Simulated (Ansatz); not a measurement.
Isomers of Cu8Te4 (singlet), relaxed with PBE-D4/def2-SVP; total energies from Ansatz at RPA@PBE/def2-TZVP.

| isomer | description | energy (Eh) |
| --- | --- | --- |
| A | point group D2d; 16 × Cu–Te 2.57 to 2.64 Å | -14186.17875 |
| B | point group Cs; 16 × Cu–Te 2.50 to 2.74 Å | -14186.16729 |
| C | point group Cs; 15 × Cu–Te 2.51 to 2.69 Å; 1 × Cu–Cu 2.43 Å | -14186.17064 |

In the def2 sets Te takes a core potential; there is no spin–orbit coupling. Correlated methods freeze 88 core orbitals; core or outer-core shells of Te are correlated, in sets that lack core-valence functions.

The isomers come from a short search, and lower ones may exist.

Problem. Work out the relative energies (1 Eh = 2625.5 kJ/mol) and the Boltzmann populations at 500 K from electronic energies alone (R = 8.314 J/mol/K).

Solution. ΔE: A 0.0, B 30.1, C 21.3 kJ/mol. RT = 4.16 kJ/mol. Factors exp(−ΔE/RT): A 1, B 0.00072, C 0.00597; sum 1.007. Populations: A 99.3 %, B 0.1 %, C 0.6 %. Zero-point energy, vibrational entropy and symmetry numbers are left out and can shift these; an error of 4 kJ/mol changes a ratio by a factor of 2.6. Over the other density-functional and correlated levels in def2 sets, the gap between A and C ranges from 11 to 37 kJ/mol.
